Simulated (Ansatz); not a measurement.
All numbers were calculated with Ansatz.

Basis-set series for CH8O2Si2 (`CO[SiH2][SiH2]O`). Total charge 0; spin multiplicity 1. The geometry is a stationary point of PBE0-D4/def2-TZVP. It is one conformer, not always the lowest.

```
functional       basis  functions  energy (Eh)  HOMO (eV)  LUMO (eV)
   PBE0-D4    def2-SVP        118   -771.62255      -7.89      -0.32
   PBE0-D4  def2-TZVPP        289   -772.06799      -7.94      -0.75
   ωB97M-V    def2-SVP        118   -771.94273      -9.93       1.59
   ωB97M-V  def2-TZVPP        289   -772.39657     -10.00       0.98
```

(1) Give the rows for def2-QZVPP. (An estimate is asked.)

Results:

(1) The calculation gave: 
```json
{"functional": "PBE0-D4", "basis": "def2-QZVPP", "functions": "551", "energy (Eh)": "-772.09933", "HOMO (eV)": "-7.95", "LUMO (eV)": "-0.86"}
{"functional": "ωB97M-V", "basis": "def2-QZVPP", "functions": "551", "energy (Eh)": "-772.42615", "HOMO (eV)": "-10.02", "LUMO (eV)": "0.73"}
```

Positive LUMOs are unbound and depend on the basis.
